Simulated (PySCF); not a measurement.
SMILES CS[Te]C (C2H6STe), singlet at its PBE0/def2-SVP optimised geometry (Å):

```
10

Te    -0.5261    -1.2866     0.0000
C     -0.8065     0.8539     0.0000
H     -1.8760     1.0400     0.1754
H     -0.5090     1.2783    -0.9665
H     -0.2143     1.2866     0.8154
S      1.8760    -1.2866     0.0000
C      2.3114    -1.1869    -1.7614
H      1.8998    -2.0340    -2.3266
H      3.4110    -1.2320    -1.7997
H      1.9804    -0.2400    -2.2100
```

Computed with PBE0/def2-TZVP, def2 effective core potentials past Kr in PySCF. The core electrons that the potentials of Te replace are not part of the density.

Map of the log10 of the electron density (e/bohr³), floored at −4 on the plane z = 1.5 Å:

```
|000000000000000000000000000|
|000000000000000000000000000|
|000000000000000000000000000|
|000000000000000000000000000|
|000000000112221000000000000|
|000000012234443210000000000|
|000001223456655320000000000|
|000012344567776531000000000|
|000013455678987542000000000|
|000023456789997642100000000|
|000023456788987642211100000|
|000023456678876543332211000|
|000013455677766544444332100|
|000012355677766555555543200|
|000012456778876656666654310|
|000013467889887766777665320|
|000023567899998777787765421|
|000023568999998777788765421|
|000023568999998777788765421|
|000023567899988766777765320|
|000013457788887666666654310|
|000012356677776555555543210|
|000001244566655444444432100|
|000000123444443333333221000|
|000000012233322111111100000|
|000000000111110000000000000|
|000000000000000000000000000|
```
Scale: ten equal steps from -4.00 (start of '0') to -1.60 (end of '9'), in the order '0123456789'; x runs from -4.00 to 4.00, y from -4.00 (bottom) to 4.00 (top).
